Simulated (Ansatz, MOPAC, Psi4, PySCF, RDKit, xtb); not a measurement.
Complex: C2H6 (SMILES CC) (first 8 atoms) with CH6Si (SMILES C[SiH3]); geometry from B3LYP-D3(BJ)/def2-TZVP, rigid monomers moved along the line of their centres of mass till H5···Si10 is 3.78 Å.
(charge 0, multiplicity 1):
```xyz
16

C      0.87884     0.08671     0.45526
C     -0.51024     0.68180     0.24485
H      1.55682     0.36664    -0.35336
H      0.84172    -1.00329     0.49444
H      1.32617     0.43233     1.38938
H     -0.47748     1.77314     0.22720
H     -1.19534     0.38359     1.04034
H     -0.94295     0.35027    -0.70096
C     -0.54495     0.75838     4.63977
Si    -0.18109    -1.07790     4.51549
H     -0.02935     1.19682     5.49614
H     -1.61507     0.93374     4.76448
H     -0.21953     1.28521     3.74194
H      1.27145    -1.31464     4.33481
H     -0.89868    -1.68045     3.36661
H     -0.61605    -1.77480     5.75103
```

```json
[
 {"level": "MMFF94", "interaction energy (kcal/mol)": "-0.78", "cost": "-"},
 {"level": "UFF", "interaction energy (kcal/mol)": "-1.62", "cost": "-"},
 {"level": "GFN-FF", "interaction energy (kcal/mol)": "-1.08", "cost": "-"},
 {"level": "AM1", "interaction energy (kcal/mol)": "0.11", "cost": "-"},
 {"level": "PM3", "interaction energy (kcal/mol)": "-0.32", "cost": "-"},
 {"level": "PM6", "interaction energy (kcal/mol)": "-0.17", "cost": "-"},
 {"level": "PM7", "interaction energy (kcal/mol)": "-0.70", "cost": "-"},
 {"level": "GFN1-xTB", "interaction energy (kcal/mol)": "-1.18", "cost": "-"},
 {"level": "GFN2-xTB", "interaction energy (kcal/mol)": "-1.22", "cost": "-"},
 {"level": "HF/STO-3G (no counterpoise)", "interaction energy (kcal/mol)": "0.11", "cost": "-"},
 {"level": "HF/3-21G (no counterpoise)", "interaction energy (kcal/mol)": "-0.32", "cost": "-"},
 {"level": "HF/6-31G*", "interaction energy (kcal/mol)": "0.27", "cost": "-"},
 {"level": "HF/6-31G* (no counterpoise)", "interaction energy (kcal/mol)": "0.09", "cost": "-"},
 {"level": "HF/aug-cc-pV(D+d)Z", "interaction energy (kcal/mol)": "0.27", "cost": "-"},
 {"level": "PBE/def2-TZVPPD", "interaction energy (kcal/mol)": "-0.37", "cost": "×1"},
 {"level": "PBE-D3(BJ)/def2-TZVPPD", "interaction energy (kcal/mol)": "-1.45", "cost": "×1"},
 {"level": "PBE-D4/def2-TZVPPD", "interaction energy (kcal/mol)": "-1.42", "cost": "×1"},
 {"level": "BP86/6-31G* (no counterpoise)", "interaction energy (kcal/mol)": "0.50", "cost": "-"},
 {"level": "r2SCAN/def2-TZVPPD", "interaction energy (kcal/mol)": "-0.50", "cost": "×1"},
 {"level": "r2SCAN-D3(BJ)/def2-TZVPPD", "interaction energy (kcal/mol)": "-1.09", "cost": "×1"},
 {"level": "r2SCAN-D4/def2-TZVPPD", "interaction energy (kcal/mol)": "-1.02", "cost": "×1"},
 {"level": "B3LYP/3-21G (no counterpoise)", "interaction energy (kcal/mol)": "-0.39", "cost": "-"},
 {"level": "B3LYP/6-31G*", "interaction energy (kcal/mol)": "0.37", "cost": "-"},
 {"level": "B3LYP/6-31G* (no counterpoise)", "interaction energy (kcal/mol)": "0.05", "cost": "-"},
 {"level": "B3LYP/def2-TZVPPD", "interaction energy (kcal/mol)": "0.33", "cost": "×1"},
 {"level": "B3LYP-D3(BJ)/def2-TZVPPD", "interaction energy (kcal/mol)": "-1.24", "cost": "×1"},
 {"level": "B3LYP-D4/def2-TZVPPD", "interaction energy (kcal/mol)": "-1.14", "cost": "×1"},
 {"level": "PBE0/def2-TZVPPD", "interaction energy (kcal/mol)": "-0.28", "cost": "×1"},
 {"level": "PBE0-D3(BJ)/def2-TZVPPD", "interaction energy (kcal/mol)": "-1.38", "cost": "×1"},
 {"level": "PBE0-D4/def2-TZVPPD", "interaction energy (kcal/mol)": "-1.31", "cost": "×1"},
 {"level": "M06-2X/6-31G* (no counterpoise)", "interaction energy (kcal/mol)": "-1.09", "cost": "-"},
 {"level": "wB97X-V/def2-TZVPPD", "interaction energy (kcal/mol)": "-1.16", "cost": "×3"},
 {"level": "wB97M-V/def2-TZVPPD", "interaction energy (kcal/mol)": "-1.05", "cost": "×3"},
 {"level": "MP2/6-31G*", "interaction energy (kcal/mol)": "-0.35", "cost": "-"},
 {"level": "MP2/6-31G* (no counterpoise)", "interaction energy (kcal/mol)": "-0.81", "cost": "-"},
 {"level": "MP2/aug-cc-pV(D+d)Z", "interaction energy (kcal/mol)": "-0.99", "cost": "-"},
 {"level": "SCS-MP2/aug-cc-pV(D+d)Z", "interaction energy (kcal/mol)": "-0.70", "cost": "-"},
 {"level": "CCSD/aug-cc-pV(D+d)Z", "interaction energy (kcal/mol)": "-0.84", "cost": "-"},
 {"level": "CCSD(T)/aug-cc-pV(D+d)Z", "interaction energy (kcal/mol)": "-1.01", "cost": "×60"},
 {"level": "SAPT0/jun-cc-pV(D+d)Z", "interaction energy (kcal/mol)": "-0.67", "cost": "-"}
]
```

The rows run from -1.62 (UFF) to 0.50 kcal/mol (BP86/6-31G* (no counterpoise)). In aug-cc-pV(D+d)Z the value moves HF 0.27, MP2 -0.99, CCSD -0.84, CCSD(T) -1.01, a shift of -1.28 from HF to CCSD(T). The dispersion term adds -1.08 in PBE-D3(BJ), -1.05 in PBE-D4, -0.60 in r2SCAN-D3(BJ). The 6 functionals in def2-TZVPPD without D3 or D4 span 1.49, from wB97X-V to B3LYP.

Monomers are frozen at their geometry in the pair; levels with a basis set take the counterpoise correction. Rows marked so take none. RDKit's UFF carries no charges.

Cores are frozen in the correlated methods. Rows in 3-21G, 6-31G*, STO-3G carry no dispersion term and start afresh at each structure (6-31G* with six Cartesian d functions). MP2/6-31G* freezes PySCF's default core. The state reached by AM1, PM3, PM6, PM7 isn't checked; PM7 holds dispersion and hydrogen-bond terms.

The values were computed with Ansatz (Gaussian basis) for Hartree–Fock, density functionals and correlated methods; MOPAC for AM1, PM3, PM6, PM7 (differences of heats of formation); Psi4 for SAPT; PySCF for 3-21G rows, 6-31G* rows, STO-3G rows, the dispersion terms; RDKit for the force fields; xtb for the GFN methods. Values without a source in brackets are computed.

Costs are rough ratios of core time to PBE/def2-TZVPPD (about 16 s over the structures, on one shared machine); a dash marks a level with no comparable run of its own.

Ansatz is a program for electronic structure.
